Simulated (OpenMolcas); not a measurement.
Cr V: effect of the active space

| Item | Value |
| --- | --- |
| Program | OpenMolcas 26.06 |
| Method | CASSCF or its RAS form |
| Basis | ANO-RCC-VTZP |
| Scalar Hamiltonian | DKH2, point nucleus |
| Spin-orbit coupling | state interaction with AMFI integrals over the reference wave functions, term energies averaged over their components |

A. 2 electrons in 5 orbitals (3d); 2S+1 = 3 even, 10 roots; 2S+1 = 1 even, 15 roots; cost about 6 core-seconds
B. 8 electrons in 8 orbitals (RAS1 3p, at most 2 holes; RAS2 3d); 2S+1 = 3 even, 10 roots; 2S+1 = 1 even, 15 roots; cost about 20 core-seconds
C. 2 electrons in 10 orbitals (3d 4d); 2S+1 = 3 even, 10 roots; 2S+1 = 1 even, 15 roots; cost about 13 core-seconds

Energies in cm-1 above 3d2 3F2, the measured ground level; measured values from Sugar and Corliss, J. Phys. Chem. Ref. Data 6, 317 (1977).

```
  Level      A      B      C  Measured
3d2 3F2    0.0    0.0    0.0       0.0
3d2 3F3    505    532    508       508
3d2 3F4   1153   1212   1159      1142
3d2 1D2  16452  14998  16093     13188
3d2 3P0  19267  18194  18898     15492
3d2 3P1  19445  18382  19074     15677
3d2 3P2  19838  18785  19461     16041
3d2 1G4  25239  25969  24701     22019
3d2 1S0  61249  54089  59031     51146
```

Deviations, from unrounded energies. A percentage is the sum of absolute deviations over the sum of measured energies, with the sign that they share, or ± where signs differ.

| Against measurement | Levels | A | B | C |
| --- | --- | --- | --- | --- |
| mean absolute deviation (cm-1) | 8 | 3500 | 2100 | 3000 |
| fine structure of the ground term (%) | 2 | ±0.9 | +5.7 | ±1.1 |
| other terms of the ground configuration (%) | 6 | +20.9 | +12.6 | +17.7 |

B lies closest to measurement on these levels and A furthest from it. The largest miss of B in the table is 3d2 1G4, by +3900 cm-1. The ranking rests on the paired levels alone, and a cruder setting can come out closer through cancelling errors.

Among A to C the level of the table that moves most is 3d2 1S0, by 7200 cm-1 (lowest in B, highest in A).

Without dynamic correlation excited terms often stand tens of per cent too high (terms of higher spin than the ground term too low), and those without a measured partner can miss by more than the paired ones. Active for correlation alone: 3p; no level in the range computed is led by a configuration that opens it, so any true level of that kind is missing (holds for B). Active for correlation alone: 4d; no level in the range computed is led by a configuration that fills it, so any true level of that kind is missing (holds for C). Computed and measured levels are paired by configuration, term and J; levels that our copy of the source lacks, or whose pairing is in doubt (as where it misses far off the trend of its configuration), stay unpaired and out of the deviations. Only configurations of the active space appear.
